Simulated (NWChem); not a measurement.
System: GaNH3F; SMILES [F][GaH][NH2]

```xyz
6

Ga    -0.3213    -0.0527     0.0076
H     -1.8698    -0.1951    -0.0614
F      0.6731    -1.5084    -0.0063
N      0.6544     1.4807     0.0260
H      1.6547     1.4740     0.1774
H      0.2415     2.3901     0.1837
```
Atoms are numbered in this order, from 1.

All runs: NWChem. Pople sets run with spherical d functions. Geometry: optimised at B3LYP/6-31G* (spherical d). B3LYP is NWChem's, with the RPA form of VWN correlation. Vzz is the largest principal value of the second derivative of the potential at the nucleus (NWChem prints the opposite sign); η is the asymmetry. Non-relativistic.

| level | Vzz Ga1 (a.u.) | η Ga1 | Vzz N4 (a.u.) | η N4 |
|---|---|---|---|---|
| B3LYP/def2-TZVP | 2.562 | 0.60 | -0.788 | 0.34 |
| B3LYP/6-31G* | 1.860 | 0.54 | -0.792 | 0.31 |
| Hartree-Fock/def2-TZVP | 3.013 | 0.59 | -0.813 | 0.39 |
| Hartree-Fock/6-31G* | … | 0.58 | … | 0.35 |

### Question
What belongs in the gaps?

### Answer

- Hartree-Fock/6-31G*, Vzz Ga1 (a.u.): 2.249
- Hartree-Fock/6-31G*, Vzz N4 (a.u.): -0.832
